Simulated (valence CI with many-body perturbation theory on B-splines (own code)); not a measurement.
# Questions on Ta65+

Level of theory: configuration interaction combined with many-body perturbation theory (CI+MBPT): six valence electrons over a frozen Dirac-Fock core [He], a basis of 9 s, 9 p, 8 d, 6 f, 3 g, 1 h functions for each j, with the one-electron correlation potential Σ1 (screened to all orders), the two-electron term Σ2, the three-electron term Σ3, Breit, model QED; selected single and double excitations, second order for the rest, scaled by the run's own slope (own B-spline code, finite nucleus).

No measured spectrum was set against this ion. As an estimate, large intervals hold to a few tenths of a per cent, small ones and those within an open d or f shell to about a per cent. Among the levels kept, up to 2300 cm⁻¹ of a level comes from second order outside the variational space, and about a tenth of that is noise between levels of different J, which matters for small intervals.

Levels are named by their leading jj configuration (3d3/2^4 stands for four electrons in 3d with j = 3/2), which in mixed levels can hold well under half, so a name can repeat and another be missing.

Rates and lifetimes use the calculated energies. Strong lines usually hold to 10 to 20 %, long lifetimes can be off by a factor of two.

Problem. What is the ground level?

Solution. (2s^2 2p1/2^2 2p3/2^2) J=2, composition 68 % 2s2 2p4 3P + 32 % 2s2 2p4 1D, g = 1.306.

Problem. Name the longest-lived excited levels whose lifetime is computed, and their main decay.

Solution. (2s^2 2p1/2^2 2p3/2^2) J=0 at 60 eV lives 12.3 ms, mostly by E2 to (2s^2 2p1/2^2 2p3/2^2) J=2; (2s^2 2p1/2 2p3/2^3) J=2 at 1333 eV lives 94.5 ps, mostly by M1 to (2s^2 2p1/2^2 2p3/2^2) J=2; (2s^2 2p1/2 2p3/2^3) J=1 at 1314 eV lives 42.1 ps, mostly by M1 to (2s^2 2p1/2^2 2p3/2^2) J=2.

Problem. What are the static dipole polarisabilities of the lowest levels?

Solution. (2s^2 2p1/2^2 2p3/2^2) J=2 6.46e-05 (tensor 1.3e-06); (2s^2 2p1/2^2 2p3/2^2) J=0 6.29e-05 bohr³, of which the core gives 2.33e-07.

Problem. What is the ionisation energy?

Solution. 15822 eV; NIST lists 15820 ± 30 eV (theoretical).

Problem. Among levels below 10280 eV, which E1 lines absorb most strongly from the ground level?

Solution. to (2s^2 2p1/2^2 2p3/2 3d5/2) J=3 at 0.1356 nm, f = 0.835; to (2s^2 2p1/2^2 2p3/2 3d5/2) J=2 at 0.1358 nm, f = 0.268; to (2s 2p1/2^2 2p3/2^2 3p1/2) J=3 at 0.1219 nm, f = 0.156.

Problem. How well does LS coupling describe the low levels?

Solution. Among the lowest 20 levels the leading LS term, summed over configurations, holds 59 % on average. For single configurations the figures are 59 % in LS and 100 % in jj coupling. Terms mix most in the J = 2 level at 8528 eV, where the leading one holds 26 %.

Problem. Where does the other parity begin?

Solution. At (2s 2p1/2^2 2p3/2^3) J=2, 1713 eV.
